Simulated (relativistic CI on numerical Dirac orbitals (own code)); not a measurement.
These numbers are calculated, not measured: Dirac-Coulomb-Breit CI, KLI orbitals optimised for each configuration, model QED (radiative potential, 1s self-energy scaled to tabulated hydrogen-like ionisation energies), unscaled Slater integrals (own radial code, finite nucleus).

Configurations in the expansion (outside the closed core [Ne]): 3s²3p⁵, 3s3p⁶, 3s²3p⁴3d, 3s3p⁵3d, 3p⁶3d, 3s3p⁴3d², 3s²3p⁴4s, 3s²3p⁴4p, 3s²3p³3d4p, 3p⁶4s, 3s²3p⁴4d, 3p⁶4p, 3s3p⁵4s, 3s3p⁴3d4s, 3s²3p⁴4f, 3s3p⁵4p, 3s²3p⁴5s, 3s²3p⁴5p, 3s3p⁵4d, 3s²3p⁴5d, 3p⁵3d4p, 3s²3p³4s4p, 3s²3p⁴5f, 3s²3p⁴5g, 3s3p⁵4f, 3s²3p⁴6s, 3s²3p⁴6p, 3s3p⁴4s², 3s²3p⁴6d, 3s²3p³3d², 3s²3p²3d³, 3s3p³3d³, 3s²3p²3d²4s, 3s²3p²3d²4p, 3s²3p²3d²4d, 3p⁵3d², 3p⁴3d³, 3p⁴3d²4s, 3p⁴3d²4p, 3p⁴3d²4d, 3s²3p³3d4s, 3s3p³3d²4s, 3s²3p²3d4s², 3s²3p²3d4s4p, 3s²3p²3d4s4d, 3p⁵3d4s, 3p⁴3d4s², 3p⁴3d4s4p, 3p⁴3d4s4d, 3s²3p³4s², 3s3p³3d4s², 3s²3p²4s²4p, 3s²3p²4s²4d, 3s²3p³4p², 3s²3p²3d4p², 3s3p³3d4p², 3s²3p²4s4p², 3s²3p²4p³, 3s²3p²4p²4d. Double excitations out of closed p, d and f shells are left out; levels of such configurations are missing from the list, as are those of other unlisted configurations, and high levels can miss mixing partners. These lack a partner that the ground configuration has and come out too high: 3s²3p⁴4f, 3s3p⁵4p, 3s²3p⁴5s, 3s²3p⁴5p, 3s3p⁵4d.

At this charge energies of transitions that change n are usually good to better than 1 %, and those within a shell (Δn = 0) to a few per cent.

Outline of the computed level scheme of Fe X. Lowest level of each configuration: 3s²3p⁵ ²P°3/2 at 0.0000 eV; 3s3p⁶ ²S1/2 at 35.6970 eV; 3s²3p⁴3d ⁴D7/2 at 48.3287 eV; 3s3p⁵3d ⁴P°1/2 at 82.7664 eV.

Some strong electric-dipole decays among the lowest 45 levels: 3s²3p⁴3d ²D5/2 → 3s²3p⁵ ²P°3/2 (2.0e+11 s⁻¹); 3s²3p⁴3d ²D3/2 → 3s²3p⁵ ²P°1/2 (1.9e+11 s⁻¹); 3s²3p⁴3d ²P3/2 → 3s²3p⁵ ²P°3/2 (1.7e+11 s⁻¹); 3s²3p⁴3d ²S1/2 → 3s²3p⁵ ²P°3/2 (1.3e+11 s⁻¹); 3s²3p⁴3d ²P1/2 → 3s²3p⁵ ²P°1/2 (1.2e+11 s⁻¹); 3s²3p⁴3d ²P1/2 → 3s²3p⁵ ²P°3/2 (4.4e+10 s⁻¹); 3s²3p⁴3d ²S1/2 → 3s²3p⁵ ²P°1/2 (4.3e+10 s⁻¹); 3s²3p⁴3d ²D3/2 → 3s²3p⁵ ²P°3/2 (7.1e+09 s⁻¹).

LS names give the leading component of a level, which can be under half, so a name can repeat, a term be missing and a line seem to break the LS rules.
